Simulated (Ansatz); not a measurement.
`CCN(C)[SiH3]` + `CNBCl` → `CN[SiH3]` + `CCN(C)BCl`  (redistribution)

Computed with Ansatz on PBE0-D4/def2-TZVP structures; ΔE is electronic, products minus reactants. CCSD(T)/CBS is the MP2 limit (def2-TZVPP, def2-QZVPP) plus CCSD(T) − MP2 in def2-TZVPP, frozen cores. Functionals use def2-TZVPP. Each species was taken in one conformer, which may not be the lowest.

```csv
species,PBE-D4 energy (Eh)
`CCN(C)[SiH3]`,-464.87372
`CNBCl`,-580.70548
`CN[SiH3]`,-386.33394
`CCN(C)BCl`,-659.24641
```

Q: Work out ΔE.

A: ΔE = (-386.33394) + (-659.24641) − (-464.87372) − (-580.70548) = -0.00115 Eh = -3.0 kJ/mol. CCSD(T)/CBS gives -6.8 kJ/mol.

Largest T1 diagnostic among the species: 0.011.

In def2-TZVPP, CCSD(T) changes the Hartree–Fock value by −4.9 kJ/mol (the triples alone add −0.8 kJ/mol) and MP2 by −6.0 kJ/mol.
